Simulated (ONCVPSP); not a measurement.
tungsten: ONCV pseudisation with PBEsol, scalar-relativistic reference atom.

ONCVPSP 4.0.1 input, shortened (lines: element, Z, core and valence counts, functional; n l f; lmax; l rc ep ncon nbas qcut; lloc lpopt rc5 dvloc0; l nproj debl; icmod fcfact rcfact), PBEsol, scalar-relativistic:

```
  W 74.00   10    4  -116133      upf
    1    0    2.00
    2    0    2.00
    2    1    6.00
    3    0    2.00
    3    1    6.00
    3    2   10.00
    4    0    2.00
    4    1    6.00
    4    2   10.00
    4    3   14.00
    5    0    2.00
    5    1    6.00
    5    2    4.00
    6    0    2.00
    2
    0    1.70    0.00    5    9    8.80
    1    1.30    0.00    4    8    6.40
    2    2.80    0.00    4    8    6.00
    4    5    1.20    2.00
    0    3    2.30
    1    2    3.30
    2    3    0.70
    2    0.35    1.10
```

- Cutoffs needed: 71 Ha and 121 Ha (the cutoffs (Ha) at which the residual kinetic energy of the hardest occupied pseudo-wave falls to 1 and 0.1 mHa per electron)
- Ghost test: no bound ghost flagged; GHOST(+) flagged for s at 362.2 eV
- Largest excitation error: -5.9 meV (all-electron minus pseudo) for 5s2 5p6 5d3 6s0, out of 4 test configurations
- rms error of d²Exc/dni dnj: 6.60 mHa without and 0.66 mHa with the model core
